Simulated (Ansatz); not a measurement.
GeH6N2Si, SMILES `[NH]1[SiH2][NH][GeH2]1`. The species carries charge 0 and has multiplicity 1. The structure was optimised at the PBE0-D4/def2-TZVP level.

```xyz
10

N    -0.760    0.450    0.850
Si   -0.979   -0.671   -0.451
N     0.689   -0.499   -0.883
Ge    1.033    0.708    0.476
H    -1.403    1.124    1.227
H    -1.966   -0.229   -1.478
H    -1.366   -2.057   -0.057
H     1.323   -1.179   -1.264
H     2.015    0.220    1.561
H     1.414    2.132    0.018
```

Q: What is the dipole moment at B3LYP/def2-TZVPP? (Best estimate.)

A: Ansatz gave: 0.97 D, with components (0.75, 0.51, 0.34) D in this frame, pointing from negative to positive charge.

Q: And with PBE, r2SCAN, ωB97M-V? (An estimate is asked.)

A: The calculation gave: PBE 0.96 D, r2SCAN 0.99 D, ωB97M-V 1.05 D.

Q: Give the Mulliken charges with B3LYP, r2SCAN, PBE in def2-TZVPP. (Estimate.)

A: Computed: 
```
atom  B3LYP  r2SCAN    PBE
  N1  -0.45   -0.50  -0.40
 Si2   0.53    0.58   0.43
  N3  -0.45   -0.50  -0.40
 Ge4   0.41    0.46   0.37
  H5   0.12    0.14   0.13
  H6  -0.11   -0.12  -0.10
  H7  -0.11   -0.12  -0.10
  H8   0.12    0.14   0.13
  H9  -0.03   -0.04  -0.03
 H10  -0.03   -0.04  -0.03
```

B3LYP here is the variant with VWN-RPA as its local correlation; programs differ in this.
